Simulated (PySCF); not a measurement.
The vertical singlet excitations below were computed for one of the candidates. The calculation used TDDFT wB97X-D/def2-SVPD, vertical, gas phase, core orbitals frozen in the response (PySCF 2.14.0, density-fitted response routines). Geometries: GFN2-xTB, one conformer each.

```json
{"state": "S1", "E (eV)": "6.83", "λ (nm)": "181.4", "f": "0.019"}
{"state": "S2", "E (eV)": "6.97", "λ (nm)": "177.8", "f": "0.162"}
{"state": "S3", "E (eV)": "7.12", "λ (nm)": "174.2", "f": "0.019"}
{"state": "S4", "E (eV)": "7.38", "λ (nm)": "167.9", "f": "0.053"}
{"state": "S5", "E (eV)": "7.39", "λ (nm)": "167.8", "f": "0.035"}
{"state": "S6", "E (eV)": "7.50", "λ (nm)": "165.4", "f": "0.018"}
{"state": "S7", "E (eV)": "7.80", "λ (nm)": "158.9", "f": "0.0032"}
{"state": "S8", "E (eV)": "7.87", "λ (nm)": "157.5", "f": "0.014"}
```

Orbital energies (eV): HOMO-3 -11.01, HOMO-2 -10.49, HOMO-1 -10.09, HOMO -9.70, LUMO 1.42, LUMO+1 1.61, LUMO+2 2.21.

**Question.** Which structure fits? All have the formula C4H7FO2Si.
A. `CO[C@H]1C=C(F)[SiH2]O1`
B. `C=C1[C@@H](O)[C@@H]1O[SiH2]F`
C. `[SiH2]1[C@H](CC1=O)OCF`

**Answer.** A. Its S1, at 6.83 eV, is the highest among the candidates; the nearest of the others has S1 at 5.76 eV. S1 is HOMO→LUMO+1 (62%), HOMO→LUMO (28%). Löwdin shares by element: HOMO carbon 66% or more, fluorine 13% (atoms not listed hold the other 21%); LUMO carbon 58% or more, silicon 11%, fluorine 6% (atoms not listed hold the other 24%). At the same level the other candidates give, for their lowest levels:
- `O=C1C[C@H](OCF)[SiH2]1`: 3.19 eV (f 0.001); 5.72 eV (f 0.052); 5.90 eV (f 0.002); 6.63 eV (f 0.002); 6.72 eV (f 0.008); T1 2.60 eV; HOMO -8.71, LUMO 0.14 eV
- `C=C1[C@@H](O)[C@@H]1O[SiH2]F`: 5.76 eV (f 0.001); 6.14 eV (f 0.002); 7.28 eV (f 0.495); 7.42 eV (f 0.001); 7.81 eV (f 0.023); T1 4.42 eV; HOMO -9.70, LUMO 1.07 eV

Conformer computed: `[CH3:1][O:2][C@H:3]1[CH:4]=[C:5]([F:6])[SiH2:7][O:8]1`: C1–O2–C3–C4 176°.
Triplets come from the Tamm–Dancoff approximation.
